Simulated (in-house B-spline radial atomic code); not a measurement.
# RPA correlation on SCAN: Ag⁺

Configuration [Kr] 4d10, mean-field start SCAN. Computed with an all-electron radial atomic-structure program (B-spline basis): all electrons, scalar-relativistic (spin-free one-electron X2C), finite nucleus, each spin shell either full or empty, empty states to l = 9 with an (l + 1/2)⁻⁴ tail; G0W0 by contour deformation at full frequency.

The highest G0W0 level has too low a weight to be given.

Command:
```bash
python run_gw.py task.json out
```
Settings (radii: box in bohr, nucleus in fm):
```
Z                        47
electrons                46
configuration            [Kr] 4d10
hamiltonian              x2c
method                   scan,scan
lmax                     9
rms_radius               4.5454
spin_polarised           False
box_radius               23.78
intervals                70
```

Time taken, with all properties: 4.6 s on 1 thread of Arm Neoverse N1 (shared host).

Energies (hartree):

```
                                     term        value
                         mean-field total  -5315.56118
Hartree-Fock functional on these orbitals  -5312.62531
                      direct second order      -4.0941
                    second-order exchange       1.1321
                         SOSEX correction       1.0455
```

(1) What is the RPA correlation energy, and what remains with SOSEX?

## Answers

(1) RPA gives -3.5524 hartree (-2.1 eV per electron); RPA + SOSEX gives -2.507, and the second-order doubles -2.962 hartree (no singles). SOSEX takes back 29 % of the RPA value.
